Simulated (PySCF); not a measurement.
All values below come from TPSSh-D3(BJ)/def2-TZVP // TPSS-D3(BJ)/def2-SVP in PySCF 2.14.0. All species are isolated molecules in the gas phase. 

Reference species: [Mo(Cl)3(F)3] (neutral, multiplicity 1).

| Property | Result |
|---|---|
| HOMO–LUMO gap | 2.53 eV |
| coordination number | 6 |
| dipole moment | 0.88 D |

After one change: the HOMO–LUMO gap increases by 0.39 eV; the coordination number stays essentially unchanged; the dipole moment goes up by 0.46 D.

Task: Name the change that produced these shifts. The new species is one of these.
A. [Mo(Cl)2(F)4]
B. [Mo(F)6]
C. [Mo(Cl)(F)5]
D. [Mo(Cl)4(F)2]

Result: A, [Mo(Cl)2(F)4]
